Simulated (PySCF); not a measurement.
Species: C5H4N2OS.
Atom-mapped SMILES: `[CH2:1]=[CH:2][c:3]1[n:4][n:5][c:6]([CH:7]=[O:8])[s:9]1`

Structure used (GFN2-xTB), in Å, numbered top down from 1:
```xyz
13
C5H4N2OS angstrom
C     -2.9548   -0.2883    0.0067
C     -1.9220    0.2480   -0.6381
C     -0.5639    0.0787   -0.1970
N     -0.1982   -0.6004    0.8551
N      1.0858   -0.6175    1.0616
C      1.7826    0.0438    0.1859
C      3.2320    0.1568    0.2236
O      3.8982    0.7616   -0.5742
S      0.7896    0.7880   -1.0508
H     -3.9650   -0.1517   -0.3370
H     -2.8007   -0.8762    0.8948
H     -2.0562    0.8414   -1.5311
H      3.6683   -0.3839    1.0826
```

NICS = −σ at a ghost point: NICS(0) at the centroid of the ring atoms, NICS(1) 1 Å to either side along the normal of their mean plane, zz for the tensor component along that normal. Level: GIAO PBE0/pcSseg-1 (PySCF, non-relativistic, gas phase) on the GFN2-xTB geometry, one conformer.

Ring bond lengths (Å), with Mayer bond orders in brackets: C3–N4 1.305 (1.54), N4–N5 1.301 (1.28), N5–C6 1.300 (1.54), C6–S9 1.752 (1.07), S9–C3 1.750 (1.11).

**Question.** What do the NICS probes read (ppm)?

**Answer.** 
```
          ring                                                       type  NICS(0)  NICS(1), two faces  NICS(1)zz, two faces  rms pucker (Å)  centre to ring atoms, mean (Å)
C3–N4–N5–C6–S9  5-membered ring with 2 N and S; formal bonds all aromatic    -10.7       -11.8 / -11.8         -25.6 / -25.6            0.00                            1.25
```

**Question.** What do they say, and how far can they be read as aromaticity?

**Answer.** 
- C3–N4–N5–C6–S9: mean NICS(1)zz -25.6 ppm, shielded. The ring is flat and has no four-coordinate atom; by the NICS criterion it is aromatic.

**Question.** How equal are the bonds by HOMA? HOMA = 1 − mean of α(R − Ropt)² over the ring bonds, with Krygowski's 1993 parameters (CN: Ropt 1.334 Å, α 93.52 Å⁻²; CS: Ropt 1.677 Å, α 94.09 Å⁻²; NN: Ropt 1.309 Å, α 130.33 Å⁻²).

**Answer.** 
- C3–N4–N5–C6–S9: HOMA 0.75; the largest term is that of C6–S9, α(R − Ropt)² = 0.53. The geometric and the magnetic index point the same way.

**Question.** At the second NICS(1) probe listed for ring C3–N4–N5–C6–S9, 1 Å off the ring, how large is the induced field along the normal in 7.05 T applied along it?

**Answer.** NICSzz × B0 = -25.6 ppm × 7.05 T = -180 μT, against the applied field.

**Question.** How shielded are the nuclei of the rings and their hydrogens (means over atoms taken as equivalent)?

**Answer.** 
```json
{"atoms": "C3", "environment": "substituted aromatic carbon", "σ isotropic (ppm)": "12.0", "principal values of the symmetric part, first atom (ppm)": "-49.2, 9.6, 75.7"}
{"atoms": "N4", "environment": "pyridine-type nitrogen", "σ isotropic (ppm)": "-129.7", "principal values of the symmetric part, first atom (ppm)": "-437.4, -98.5, 146.8"}
{"atoms": "N5", "environment": "pyridine-type nitrogen", "σ isotropic (ppm)": "-177.6", "principal values of the symmetric part, first atom (ppm)": "-569.2, -113.3, 149.6"}
{"atoms": "C6", "environment": "substituted aromatic carbon", "σ isotropic (ppm)": "14.8", "principal values of the symmetric part, first atom (ppm)": "-41.3, 31.1, 54.6"}
{"atoms": "S9", "environment": "thiophene-type sulfur", "σ isotropic (ppm)": "211.1", "principal values of the symmetric part, first atom (ppm)": "-27.5, 229.5, 431.3"}
```
